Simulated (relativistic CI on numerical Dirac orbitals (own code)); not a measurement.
Os⁴⁺: 4f photoemission

Computed with this model: Dirac-Coulomb-Breit CI, separate exchange-only KLI orbitals for each configuration, model QED, valence Slater integrals scaled by 0.9, multiplet model of photoemission in the sudden approximation; configurations [Xe] 4f14 5d4 → [Xe] 4f13 5d4; 300 K; Lorentzian 0.17 eV and Gaussian 0.5 eV FWHM. Energies are those of the free ion, without screening or charge transfer. The energies are binding energies and can lie tens of eV above those of solids. S is read from ⟨S²⟩ = S(S + 1).

Computed curve for free ion, scaled to 100 at the maximum (points under 2 are left out and the grid is thinned):

Energy (eV), Intensity and a bar:
```
    105.8        2.1 
    106.0        3.5 
    106.2        7.5 ##
    106.4       22.1 ######
    106.5       37.8 ###########
    106.7       82.3 #########################
    106.9      100.0 ##############################
    107.1       65.4 ###################
    107.3       27.7 ########
    107.5       12.1 ###
    107.6        8.8 ##
    107.8        5.5 #
    108.0        5.6 #
    108.2        9.4 ##
    108.4       14.5 ####
    108.6       17.4 #####
    108.8       17.9 #####
    108.9       17.5 #####
    109.1       16.3 ####
    109.3       15.4 ####
    109.5       13.4 ###
    109.7       13.4 ###
    109.9       16.3 ####
    110.0       18.3 #####
    110.2       22.9 ######
    110.4       29.7 ########
    110.6       36.3 ##########
    110.8       33.3 ##########
    111.0       21.8 ######
    111.2       12.0 ###
    111.3        9.1 ##
    111.5        5.9 #
    111.7        4.6 #
    111.9        4.2 #
    112.1        3.8 #
    112.3        3.6 
    112.4        3.6 
    112.6        3.5 
    112.8        2.9 
    113.0        2.1
```

The ground state has S = 1.76, and the centroid lies at 108.49 eV.
